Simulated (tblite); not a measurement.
C₆H₇ClO.
Z-matrix (Å and degrees, GFN2-xTB geometry), rows numbered from 1:
```
C 
C   1  1.3272
C   2  1.4590  1  125.24
C   3  1.3427  2  121.52  1  -164.92
C   4  1.4845  3  127.10  2   179.98
C   3  1.4721  2  118.31  1    15.83
O   6  1.1850  3  129.79  2  -124.08
Cl  6  1.7851  3  110.84  2    58.46
H   1  1.0768  2  122.54  3    -1.25
H   1  1.0762  2  121.12  3   178.58
H   2  1.0821  1  120.01  3  -177.16
H   4  1.0836  3  117.72  2    -1.51
H   5  1.0898  4  109.45  3  -125.59
H   5  1.0907  4  109.71  3   117.08
H   5  1.0852  4  112.29  3    -4.51
```

Calculated harmonic vibrations of the isolated species, GFN2-xTB (tblite), most abundant isotopes, no scaling. This tight-binding method is rough: wavenumbers can miss measured ones by several per cent, in bad cases by 10 to 20. One conformer, not necessarily the lowest.

Harmonic wavenumbers (cm⁻¹): 27.0, 104.4, 117.2, 157.9, 183.5, 205.7, 232.3, 401.8, 414.5, 461.1, 482.2, 595.5, 652.5, 713.2, 823.6, 852.4, 895.6, 995.4, 1008.0, 1020.1, 1026.4, 1127.7, 1215.2, 1280.1, 1328.7, 1399.3, 1407.0, 1459.0, 1470.2, 1647.3, 1669.4, 1825.5, 2993.1, 3014.3, 3044.0, 3059.3, 3076.1, 3111.5, 3138.7.

A = 2032, B = 1508, C = 1061 MHz; mass 130.019 u (most abundant isotopes); point group C1, symmetry number 1.

Task: Zero-point energy?

Result: ½Σν̃ = 24318 cm⁻¹ = 290.91 kJ/mol.

Task: Give the ideal-gas entropy at 298.15 K and 1 bar in the rigid-rotor, harmonic-oscillator model (classical rotation).

Result: Translation 169.56, rotation 121.26, vibration 112.54: S = 403.4 J/(mol K).

Task: And Cp and H(298.15 K) − H(0)?

Result: Cp = 141.71 J/(mol K), of which vibrations give 108.45 (their classical limit is 39 R = 324.3); H(298.15 K) − H(0) = 27.02 kJ/mol without the zero-point energy, 17.11 from vibrations.

Task: Blend soft modes into free rotors: weight 1/[1 + (100 cm⁻¹/ν̃)⁴] for the oscillator and the rest for a rotor with moment μB/(μ + B), μ = h/(8π²ν), B = 10⁻⁴⁴ kg m². What vibrational entropy results?

Result: 102.93 J/(mol K) in place of 112.54, which changes −T·S at 298.15 K by +2.86 kJ/mol.

Task: Which modes carry the vibrational entropy at 298.15 K?

Result: 27.0 cm⁻¹: 25.26; 104.4 cm⁻¹: 14.10; 117.2 cm⁻¹: 13.16; 157.9 cm⁻¹: 10.77; 183.5 cm⁻¹: 9.59; 205.7 cm⁻¹: 8.71 J/(mol K); the other 33 give 30.93 together.

Task: How do the functions run with temperature in this model?

Result: 
```csv
T (K),S (J/(mol K)),Cp (J/(mol K)),H − H(0) (kJ/mol),G − H(0) (kJ/mol),ln q(vib)
150,324.4,93.4,9.59,-39.07,3.10
250,379.8,126.2,20.57,-74.38,5.51
400,449.4,172.4,43.05,-136.70,8.95
600,528.8,219.5,82.53,-234.74,13.28
900,627.1,264.6,155.71,-408.65,19.21
```

q(vib) and H(0) count from the zero-point level.

Hindered rotation and anharmonicity are outside this model. Other conformers, if any are populated, would add a mixing term that is left out. The structure is chiral; the term R ln 2 for an equal mix with its mirror image is left out.

The run took 0.39 s on an Arm Neoverse V2 with one thread, no GPU, on a shared host. This covers the Hessian and the dipole derivatives.
